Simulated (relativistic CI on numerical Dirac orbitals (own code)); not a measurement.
## Electric-dipole transitions in Eu40+

Method of calculation: Dirac-Coulomb-Breit CI, separate exchange-only KLI orbitals for each configuration, model QED, unscaled Slater integrals (own radial code, finite nucleus).

Configurations in the expansion (outside the closed core [Ne]): 3s2 3p6 3d5, 3s2 3p5 3d6, 3s2 3p4 3d7, 3s 3p6 3d6, 3p6 3d7, 3s 3p5 3d7, 3s2 3p6 3d4 4s, 3s2 3p6 3d4 4p, 3s2 3p4 3d6 4s, 3s2 3p6 3d4 4d, 3s2 3p4 3d6 4p, 3s2 3p5 3d5 4s, 3s2 3p6 3d4 4f, 3s 3p5 3d6 4s, 3s2 3p5 3d5 4p, 3s 3p5 3d6 4p, 3p6 3d6 4s, 3s2 3p6 3d3 4s2, 3p6 3d6 4p, 3s2 3p6 3d3 4s 4p, 3s2 3p6 3d4 5s, 3p6 3d5 4s2. Levels of other configurations are missing.

| λ vac (Å) | Lower | Upper | A (s⁻¹) | E lower (eV) | E upper (eV) |
| --- | --- | --- | --- | --- | --- |
| 27.934 | 3s2 3p6 3d5 4G_11/2 [5] | 3s2 3p5 3d6 2H°_9/2 [161] | 5.16e+11 | 35.144 | 478.984 |
| 28.097 | 3s2 3p6 3d5 2I_13/2 [16] | 3s2 3p5 3d6 2H°_11/2 [186] | 2.89e+12 | 67.892 | 509.156 |
| 28.358 | 3s2 3p6 3d5 6S_5/2 [2] | 3s2 3p5 3d6 4D°_7/2 [155] | 4.67e+11 | 23.180 | 460.395 |
| 28.533 | 3s2 3p6 3d5 4G_11/2 [5] | 3s2 3p5 3d6 4F°_9/2 [157] | 1.85e+12 | 35.144 | 469.676 |
| 28.777 | 3s2 3p6 3d5 4G_9/2 [6] | 3s2 3p5 3d6 4F°_9/2 [157] | 5.73e+11 | 38.826 | 469.676 |
| 28.802 | 3s2 3p6 3d5 2H_11/2 [28] | 3s2 3p5 3d6 2H°_11/2 [199] | 1.68e+12 | 102.970 | 533.438 |
| 28.806 | 3s2 3p5 3d6 4I°_15/2 [54] | 3s2 3p4 3d7 4H_13/2 [384] | 2.31e+12 | 318.151 | 748.556 |
| 28.878 | 3s2 3p6 3d5 2F_7/2 [9] | 3s2 3p5 3d6 2D°_5/2 [160] | 1.70e+12 | 45.576 | 474.916 |
| 29.047 | 3s2 3p6 3d5 4G_7/2 [3] | 3s2 3p5 3d6 4D°_7/2 [155] | 7.36e+11 | 33.548 | 460.395 |
| 29.410 | 3s2 3p6 3d5 4G_9/2 [6] | 3s2 3p5 3d6 4D°_7/2 [155] | 1.03e+12 | 38.826 | 460.395 |
| 29.775 | 3s2 3p6 3d5 2I_11/2 [13] | 3s2 3p5 3d6 4G°_11/2 [163] | 6.52e+11 | 63.376 | 479.783 |
| 29.842 | 3s2 3p6 3d5 2I_13/2 [16] | 3s2 3p5 3d6 2I°_13/2 [164] | 1.03e+12 | 67.892 | 483.363 |
| 30.276 | 3s2 3p6 3d5 4G_9/2 [14] | 3s2 3p5 3d6 2F°_7/2 [159] | 9.67e+11 | 64.982 | 474.501 |
| 36.397 | 3s2 3p5 3d6 6F°_11/2 [38] | 3s 3p6 3d6 6D_9/2 [237] | 1.13e+12 | 275.623 | 616.265 |
| 37.560 | 3s2 3p6 3d5 4G_7/2 [3] | 3s2 3p5 3d6 4P°_5/2 [99] | 6.68e+11 | 33.548 | 363.640 |
| 38.200 | 3s2 3p6 3d5 2I_11/2 [13] | 3s2 3p5 3d6 2H°_9/2 [125] | 4.70e+11 | 63.376 | 387.942 |
| 38.301 | 3s2 3p6 3d5 6S_5/2 [2] | 3s2 3p5 3d6 6P°_3/2 [77] | 5.87e+11 | 23.180 | 346.892 |
| 38.306 | 3s2 3p6 3d5 4G_11/2 [5] | 3s2 3p5 3d6 4G°_9/2 [92] | 4.74e+11 | 35.144 | 358.812 |
| 38.360 | 3s2 3p6 3d5 4G_9/2 [6] | 3s2 3p5 3d6 4F°_7/2 [97] | 6.45e+11 | 38.826 | 362.039 |
| 38.597 | 3s2 3p6 3d5 2I_13/2 [16] | 3s2 3p5 3d6 2H°_11/2 [126] | 7.80e+11 | 67.892 | 389.123 |
| 38.747 | 3s2 3p6 3d5 4G_9/2 [6] | 3s2 3p5 3d6 4G°_9/2 [92] | 4.53e+11 | 38.826 | 358.812 |
| 38.852 | 3s2 3p6 3d5 6S_5/2 [2] | 3s2 3p5 3d6 6P°_5/2 [72] | 3.51e+11 | 23.180 | 342.295 |
| 38.929 | 3s2 3p6 3d5 4P_5/2 [1] | 3s2 3p5 3d6 6P°_5/2 [56] | 8.74e+11 | 0.000 | 318.492 |
| 38.943 | 3s2 3p6 3d5 4P_5/2 [1] | 3s2 3p5 3d6 6P°_3/2 [55] | 6.63e+11 | 0.000 | 318.373 |
| 39.194 | 3s2 3p6 3d5 4G_11/2 [5] | 3s2 3p5 3d6 4G°_11/2 [82] | 7.92e+11 | 35.144 | 351.480 |
| 39.416 | 3s2 3p6 3d5 6S_5/2 [2] | 3s2 3p5 3d6 2F°_5/2 [67] | 3.24e+11 | 23.180 | 337.734 |
| 39.430 | 3s2 3p6 3d5 4G_7/2 [3] | 3s2 3p5 3d6 4F°_7/2 [78] | 4.34e+11 | 33.548 | 347.990 |
| 40.472 | 3s2 3p6 3d5 2I_11/2 [13] | 3s2 3p5 3d6 2I°_11/2 [107] | 4.65e+11 | 63.376 | 369.719 |
| 40.499 | 3s2 3p6 3d5 4P_5/2 [1] | 3s2 3p5 3d6 4D°_7/2 [45] | 3.88e+11 | 0.000 | 306.139 |
| 41.003 | 3s2 3p6 3d5 2I_13/2 [16] | 3s2 3p5 3d6 2I°_13/2 [108] | 4.34e+11 | 67.892 | 370.269 |

Terms are leading LS components. Brackets give the number of a level in order of energy, since labels repeat. The list gives strong lines, with weight on those to low levels, without lines whose two gauges differ by over a factor of 2.5, among the lowest 400 of 9898 levels, so that lines to higher ones, which can be the strongest, are missing. Levels whose partners in the same complex of configurations lie outside the list can be far off, and so can their lines. Rates are taken at the computed energies, electric ones in the length gauge.

At this charge energies of transitions that change n are usually good to better than 1 %, and those within a shell (Δn = 0) to a few per cent. Terms inside the open d or f shell come out 10 to 20 % too wide with unscaled integrals.

LS names give the leading component of a level, which can be under half, so a name can repeat, a term be missing and a line seem to break the LS rules.
